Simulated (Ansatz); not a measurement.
C3H7BSi can be A, `BC([SiH3])C#C`, or B, `[SiH3]CC1=CB1`.

Isolated molecules relaxed with PBE0-D4/def2-TZVP in Ansatz; ΔE leaves out vibrations. CBS: MP2 limit from def2 TZ/QZ plus the TZ coupled-cluster correction, frozen cores. Functionals use def2-TZVPP. One conformer a species, not always the lowest.

Problem. Which is lower in electronic energy at CCSD(T)/CBS, and by how much? (Best estimate.)

Solution. Ansatz gave: B, by 74.6 kJ/mol.

Problem. Give E(B) − E(A) in kJ/mol with CCSD(T)/def2-TZVPP, HF/def2-TZVPP, r2SCAN-D4, CCSD/def2-TZVPP, PBE0-D4, B2PLYP, ωB97M-V. (An estimate is asked.)

Solution. Computed: CCSD(T)/def2-TZVPP -73.5, HF/def2-TZVPP -80.5, r2SCAN-D4 -95.6, CCSD/def2-TZVPP -75.1, PBE0-D4 -102.6, B2PLYP -77.3, ωB97M-V -89.4. None reverses the order clearly.

Largest T1 diagnostic: 0.013.

In def2-TZVPP, CCSD(T) changes the Hartree–Fock value by +7.0 kJ/mol (the triples alone add +1.6 kJ/mol) and MP2 by +5.6 kJ/mol. From PBE to PBE0 (25 % exact exchange), in def2-TZVPP and without D4, E(B) − E(A) moves by −7.4 kJ/mol.
